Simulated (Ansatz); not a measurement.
Cost and result for the atomization energy of `[SiH3]O[SiH]Cl` radical (8 atoms, 7 bonds).

Cartesian coordinates in Å:
```
Si -1.162 -0.298 0.597
O -0.088 -0.109 -0.639
Si 1.487 -0.086 -1.033
Cl 2.577 0.805 0.475
H -1.144 0.905 1.463
H -2.505 -0.472 -0.006
H -0.806 -1.497 1.397
H 1.641 0.753 -2.255
```

The species carries charge 0 and has multiplicity 2. Geometry: relaxed with PBE0-D4/def2-TZVP. It is one conformer, not always the lowest. Program: Ansatz. All runs use 4 threads of an INTEL XEON PLATINUM 8581C on a shared host. Times are those of one run each, without the atoms' runs, and a repeat can differ threefold. Electronic energies, without spin–orbit coupling; frozen cores. CCSD(T)/CBS adds CCSD(T) − MP2 in def2-TZVPP to the MP2 limit, and its time is that of the two runs behind it. T1 = 0.013; ⟨S²⟩ of the reference is 0.75. B3LYP takes the VWN-RPA correlation (the form of Gaussian; ORCA's B3LYP/G). HSE06 is the plane-wave form, built on full-range PBE exchange.

CCSD(T)/CBS is a level of theory with its own doubt, some kJ/mol a heavy atom from the limit and from the frozen cores, so smaller differences don't rank the functionals.

```tsv
level	functions	wall time
LDA (SPW92)/def2-TZVPP	213	0.8 s
revPBE-D4/def2-TZVPP	213	1.4 s
PBE0-D4/def2-TZVPP	213	2.2 s
HSE06-D4/def2-TZVPP	213	2.5 s
BHLYP-D4/def2-TZVPP	213	2.5 s
CCSD(T)/def2-SVP	88	2.6 s
B3LYP-D4/def2-TZVPP (with forces)	213	2.6 s
CAM-B3LYP-D4/def2-TZVPP	213	2.8 s
r2SCAN-D4/def2-TZVPP (with forces)	213	2.9 s
ωB97X-V/def2-TZVPP	213	5.5 s
MP2/def2-QZVPP	387	9 s
CCSD(T)/def2-TZVPP	213	77 s
CCSD(T)/CBS(def2)	–	86 s
```

Task: What atomization energy does each give, and how far from CCSD(T)/CBS? (Best estimate.)

Result: Computed: 
| level | atomization (kcal/mol) | difference from CCSD(T)/CBS | per bond |
| --- | --- | --- | --- |
| LDA (SPW92)/def2-TZVPP | 692.8 | 72.3 | 10.3 |
| revPBE-D4/def2-TZVPP | 604.4 | -16.1 | -2.3 |
| PBE0-D4/def2-TZVPP | 610.4 | -10.1 | -1.4 |
| HSE06-D4/def2-TZVPP | 610.8 | -9.7 | -1.4 |
| BHLYP-D4/def2-TZVPP | 605.5 | -15.0 | -2.1 |
| CCSD(T)/def2-SVP | 564.2 | -56.3 | -8.0 |
| B3LYP-D4/def2-TZVPP (with forces) | 616.5 | -4.0 | -0.6 |
| CAM-B3LYP-D4/def2-TZVPP | 620.5 | 0.0 | 0.0 |
| r2SCAN-D4/def2-TZVPP (with forces) | 622.6 | 2.1 | 0.3 |
| ωB97X-V/def2-TZVPP | 623.0 | 2.5 | 0.4 |
| MP2/def2-QZVPP | 623.7 | 3.2 | 0.5 |
| CCSD(T)/def2-TZVPP | 601.0 | -19.5 | -2.8 |
| CCSD(T)/CBS(def2) | 620.5 | 0.0 | 0.0 |

From r2SCAN to r2SCAN0 (25 % exact exchange), in def2-TZVPP and without D4, the atomization energy moves by −9.2 kcal/mol: exact exchange takes away binding that semilocal exchange gives to molecules. At CCSD(T), def2-SVP lies −56.3 kcal/mol from the extrapolated value and def2-TZVPP −19.5 kcal/mol: correlation converges slowly with the basis, and small sets miss more of it in the bonded molecule than in its fragments. Leaving LDA and LC-ωPBE aside and taking each functional with its dispersion term where it has one, the values spread over 18.6 kcal/mol, from revPBE-D4 to ωB97X-V. LDA lies +80.9 kcal/mol from PBE without D4, its usual overbinding.
